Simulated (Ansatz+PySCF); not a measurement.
# singlet H10: levels of theory in one basis

```xyz
10

H     0.0000    0.0000    0.0000
H     0.0000    0.0000    1.8000
H     0.0000    0.0000    3.6000
H     0.0000    0.0000    5.4000
H     0.0000    0.0000    7.2000
H     0.0000    0.0000    9.0000
H     0.0000    0.0000   10.8000
H     0.0000    0.0000   12.6000
H     0.0000    0.0000   14.4000
H     0.0000    0.0000   16.2000
```

Basis set: cc-pVDZ (spherical functions). All electrons are correlated. Charge 0, multiplicity 1.

Computed with Ansatz (development build ahead of 0.2.0); each method stands on the lowest determinant of its kind that the runs found. NEVPT2 correlates all electrons. Active spaces start from the frontier orbitals, and the lowest solution found is given.

```csv
method,E − E(RHF) (eV),<S²> of the determinant
RHF,0.00,0.00
UHF,-7.84,3.68
RHF-MP2,-6.01,–
UHF-MP2,-8.53,3.68
UHF-CCSD,-10.23,3.68
UHF-CCSD(T),-10.27,3.68
"CASSCF(2,2)",-1.78,–
"SC-NEVPT2(10,10)",-10.42,–
"SC-NEVPT2(2,2)",-6.55,–
```

Task: What does CASSCF(10,10) give on the same scale?

Result: -9.94 eV.

Task: Is a single determinant a sound starting point here?

Result: It is doubtful. Unrestricted orbitals lower Hartree–Fock by 7.84 eV and <S²> is 3.68 where a pure state has 0.00, a sign of strong static correlation. The CASSCF(10,10) natural occupations are 1.77, 1.74, 1.68, 1.58, 1.42, 0.59, 0.43, 0.32, 0.25, 0.22. The CASSCF(2,2) natural occupations are 1.69, 0.31.

Caution for RHF, RHF-MP2: an unrestricted determinant lies well below. Caution for UHF, UHF-MP2, UHF-CCSD, UHF-CCSD(T): the unrestricted determinant is a mixture of spin states; the determinant breaks the point group. Caution for RHF-MP2, UHF-MP2, UHF-CCSD, UHF-CCSD(T): bonds are stretched, where a single reference can fail. Caution for RHF-MP2, UHF-CCSD, UHF-CCSD(T): the program doubts this total.
